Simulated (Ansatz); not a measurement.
C2H6GeS (`C=[C](S)[GeH3]`), relaxed with RKS PBE-D4/def2-SVP in the Gaussian-basis code of Ansatz from a rough embedded geometry. The force threshold is 0.03 eV/Å; the program also tests the step.

Charge 0, multiplicity 1.

Start:

```xyz
10

C    -1.359   -0.413   -0.511
C    -0.189   -0.479   -0.023
S     0.308   -1.949    0.830
Ge    1.070    0.944   -0.149
H    -2.104   -1.253   -0.463
H    -1.734    0.472   -1.093
H    -0.114   -1.496    2.077
H     0.414    2.208    0.508
H     1.326    1.308   -1.700
H     2.382    0.659    0.523
```

Problem. By how much does the energy fall, and how many steps does the optimiser take? (Estimate.)

Solution. Ansatz gave: 54.66 kJ/mol, in 14 steps, 2 of them rejected.

Problem. Which bonds change most? (Estimate.)

Solution. Computed: C1–C2 from 1.270 to 1.352 Å; Ge4–H9 from 1.613 to 1.550 Å; C2–Ge4 from 1.905 to 1.961 Å; Ge4–H10 from 1.501 to 1.554 Å.

Problem. Give the relaxed structure. (Estimate.)

Solution. The calculation gave: 
```xyz
10

C    -1.392   -0.543   -0.833
C    -0.414   -0.427    0.093
S    -0.420   -1.449    1.547
Ge    0.956    0.972   -0.026
H    -2.181   -1.312   -0.761
H    -1.438    0.146   -1.692
H     0.914   -1.368    1.822
H     0.715    2.051    1.061
H     0.914    1.605   -1.440
H     2.346    0.325    0.230
```
